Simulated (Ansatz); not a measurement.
`O[SiH2]C(F)Br` + `S[S][GeH3]` → `O[SiH2]SS` + `F[CH]([GeH3])Br`  (redistribution)

Gas-phase electronic energies from Ansatz, PBE0-D4/def2-TZVP geometries. CCSD(T)/CBS is the MP2 limit (def2-TZVPP, def2-QZVPP) plus CCSD(T) − MP2 in def2-TZVPP, frozen cores. DFT in def2-TZVPP. For Br, Ge outer-core shells are correlated without core-valence functions, which leaves a few kJ/mol of doubt a bond. Scalar relativity is left out up to krypton. One conformer a species, not always the lowest.

```csv
level,ΔE (kJ/mol),difference from CCSD(T)/CBS
r2SCAN-D4,-9.1,1.7
PBE0-D4,-8.8,2.0
ωB97X-V,-8.0,2.8
B2PLYP,-7.2,3.6
r2SCAN,-9.1,1.7
HF/def2-TZVPP,0.9,11.7
CCSD/def2-TZVPP,-8.4,2.4
MP2/def2-QZVPP,-12.4,-1.6
SCS-MP2/def2-QZVPP,-9.6,1.2
CCSD/CBS(def2),-9.2,1.6
CCSD(T)/CBS,-10.8,0
```

Largest T1 diagnostic among the species: 0.012.

In def2-TZVPP, CCSD(T) changes the Hartree–Fock value by −11.0 kJ/mol (the triples alone add −1.6 kJ/mol) and MP2 by −12.9 kJ/mol.
